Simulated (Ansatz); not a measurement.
```yaml
crystal:
  periodic: [false, false, false]
  atoms:
    - {symbol: F, position_ang: [-1.213319, -1.866475, 1.564532]}
    - {symbol: In, position_ang: [-0.517084, -1.315924, -0.189573]}
    - {symbol: Ge, position_ang: [0.458691, 1.076136, -0.039518]}
    - {symbol: H, position_ang: [-0.738747, -2.580888, -1.325605]}
    - {symbol: H, position_ang: [0.473690, 1.758349, -1.417460]}
    - {symbol: H, position_ang: [-0.369303, 1.927727, 0.932743]}
    - {symbol: H, position_ang: [1.906072, 1.001075, 0.474882]}
basis:
  gaussian: {orbitals: ANO-RCC-VTZP, fitting: {mean_field: cc-pVTZ-jkfit}, nuclear_model: gaussian}
hamiltonian: {xc: {name: HSE06}, dispersion: d3bjatm}
accuracy: high
```

```sh
$ ansatz run in.yaml --threads 2 --pin off --events-out ev --progress --plain --max-ram 32768MiB --backend cpu
```

Shortened log:

```
Functional definition: HSE06
Error: <dir> the basis set cc-pVTZ-JKFIT has no functions for In
```

It took 0.51 s on 2 threads of a server CPU on a shared host, with 0.09 GiB of host memory at the peak.
